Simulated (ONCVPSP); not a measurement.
**Ru (Z = 44): excitation energies, all-electron against ONCV**

ONCVPSP 4.0.1 input, shortened (lines: element, Z, core and valence counts, functional; n l f; lmax; l rc ep ncon nbas qcut; lloc lpopt rc5 dvloc0; l nproj debl; icmod fcfact rcfact), Wu-Cohen, non-relativistic:

```
  Ru 44.00    6    4  -118130      upf
    1    0    2.00
    2    0    2.00
    2    1    6.00
    3    0    2.00
    3    1    6.00
    3    2   10.00
    4    0    2.00
    4    1    6.00
    4    2    7.00
    5    1    1.00
    2
    0    1.70    0.00    4    7    9.20
    1    1.65    0.00    3    7    9.80
    2    1.50    0.00    4    8    7.40
    4    5    1.45    4.00
    0    2    0.30
    1    2    0.40
    2    2    2.10
    1    0.30    0.00
```

In the s channel the program set the typed energies aside and used -2.683, 0.250 Ha.

Energies are relative to the spin-unpolarised reference configuration 4s2 4p6 4d7 5p1; without spin polarisation the order of configurations can differ from experiment.

(1) Give the all-electron excitation energy and the error of the potential for: 4s2 4p6 4d7 5s1 5p0; 4s2 4p6 4d7 5p0; 4s2 4p6 4d6 5p0; 4s2 4p6 4d8 5p0.

## Answers

(1)

```csv
valence configuration,charge,ΔE all-electron (eV),error AE − PS (meV)
4s2 4p6 4d7 5s1 5p0,0,-3.183,-0.1
4s2 4p6 4d7 5p0,+1,3.626,0.0
4s2 4p6 4d6 5p0,+2,22.064,+0.4
4s2 4p6 4d8 5p0,0,-4.101,-0.3
```
